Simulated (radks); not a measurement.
Values are calculated unless marked as measured or tabulated.
Question: These are the eigenvalues of the occupied orbitals of an atom or ion with whole-number occupations (eV). Code: a radial shooting solver on a logarithmic mesh with Libxc functionals. Model: scalar-relativistic Kohn-Sham, BLYP, spin-polarised, spherical densities, point nucleus.

1s up: -83335.89
1s down: -83334.71
2s up: -16757.16
2s down: -16756.52
2p up: -14829.69
2p down: -14828.71
3s up: -5747.560
3s down: -5746.392
3p up: -5184.997
3p down: -5183.674
3d up: -4607.760
3d down: -4606.561
4s up: -2798.323
4s down: -2791.246
4p up: -2584.902

Which element is it, and in what charge state? The configuration may be excited. Open shells, if any, are filled with parallel spins first.

Answer: Z = 79, gold, charge +48: Au48+ in [Ar] 3d10 4s2 4p1. The list shows which subshells hold electrons but not how many an open one holds; the 1s level, -3062.5 hartree, gives Z - s = 78.3 by -(Z - s)^2/2, which with screening and relativity narrows Z to a few neighbours, and the depths of the outer levels then fix element, charge and occupations together.
